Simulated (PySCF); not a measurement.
Atoms are numbered as in `[OH:1][SiH2:2][c:3]1[cH:4][cH:5][c:6]([SiH3:7])[cH:8][cH:9]1`. Hydrogens are named by the atom that carries them.

PySCF 2.14.0 with density-fitted response routines calculation with σ from GIAO-PBE0/pcSseg-1 and structure optimised with PBE0-D3(BJ)/def2-SVP; non-relativistic Hamiltonian, one conformer, no solvent model, averaged over atoms made equivalent by symmetry, fast rotation or ring inversion.

δ = σ(ref) − σ, references computed at the same level: TMS for ¹³C and ¹H and ²⁹Si; ¹⁷O against H2O.

```
      atoms  nucleus  count  Hirshfeld charge  δ (ppm)
     H(Si2)       ¹H      2             -0.09     5.51
        Si2     ²⁹Si      1              0.39        ?
        Si7     ²⁹Si      1              0.31    -63.6
      C5/C8      ¹³C      2             -0.04    141.0
     H(Si7)       ¹H      3             -0.08     4.54
H(C5)/H(C8)       ¹H      2              0.05     7.76
      H(O1)       ¹H      1              0.18        ?
         C6      ¹³C      1             -0.09        ?
         O1      ¹⁷O      1             -0.30        ?
         C3      ¹³C      1             -0.09    137.5
      C4/C9      ¹³C      2             -0.04    138.7
H(C4)/H(C9)       ¹H      2              0.05     7.82
```

Fill in the missing shifts.

Answers


- C6: 135.7 ppm, substituted aromatic carbon
- H(O1): 0.75 ppm, hydrogen on an oxygen bonded to Si; labile proton, position sensitive to the medium
- O1: 6.4 ppm, oxygen bonded to Si, H
- Si2: -26.1 ppm, silicon bonded to C, O, 2 H

OH and NH positions are those of a molecule without intermolecular hydrogen bonds; in solution they move with solvent, concentration and temperature, and exchange usually removes their couplings. Shifts are as computed. Against solution values, carbons near 30 ppm lie about +2 ppm off and those near 130 ppm about +5 ppm. Of 1309 compounds with measured shifts, 239 miss one by over three times the rms of a fit or turn the order of signals round; such compounds aren't used in these exercises. Experimental scales use liquid or dissolved standards, which lie at an offset from isolated H2O (liquid H2O: subtract about 36 ppm).
